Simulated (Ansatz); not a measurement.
Relaxation of BCl$_{2}$H$_{5}$OSi (10 atoms, charge 0, multiplicity 1), to a largest force component of 0.03 eV/Å in at most 50 steps.

The calculation used RKS BLYP-D4/6-31G* (Ansatz).

```xyz
10
Properties=species:S:1:pos:R:3
B -0.059 -0.377 0.119
O -0.135 -0.963 1.368
H -1.047 -0.935 1.728
Cl 1.502 -0.444 -0.724
Cl -1.520 0.229 -0.734
Si 0.564 2.587 1.038
H 1.832 3.034 1.693
H 0.715 2.666 -0.441
H -0.563 3.473 1.469
H 0.287 1.215 1.486
```

Problem. Where does it end, and by what steps?

Solution. The forces met the threshold. The force dipped under the threshold on the way, but the program's further checks kept it going. After 12 steps the energy has fallen by 0.251 eV; H7 moved furthest, 0.46 Å.

| step | energy less start (eV) | largest force component (eV/Å) | accepted |
| --- | --- | --- | --- |
| 0 | 0.0000 | 0.876 | yes |
| 1 | -0.1298 | 0.563 | yes |
| 2 | -0.2084 | 0.352 | yes |
| 3 | -0.2305 | 0.329 | yes |
| 4 | -0.2407 | 0.287 | yes |
| 5 | -0.2196 | 0.443 | no |
| 6 | -0.2478 | 0.172 | yes |
| 7 | -0.2492 | 0.170 | yes |
| 8 | -0.2502 | 0.030 | yes |
| 9 | -0.2501 | 0.116 | no |
| 10 | -0.2505 | 0.010 | yes |
| 11 | -0.2508 | 0.035 | yes |
| 12 | -0.2509 | 0.021 | yes |

```xyz
10
Properties=species:S:1:pos:R:3
B -0.143 -0.729 0.002
O -0.214 -1.302 1.228
H -1.105 -1.209 1.627
Cl 1.401 -0.785 -0.865
Cl -1.563 0.063 -0.751
Si 0.641 2.891 1.148
H 1.883 3.486 1.729
H 0.793 2.744 -0.330
H -0.526 3.777 1.450
H 0.406 1.549 1.765
```

Run time: 49 s on 2 threads of Arm Neoverse N1, on a shared host, peak memory 0.16 GiB.
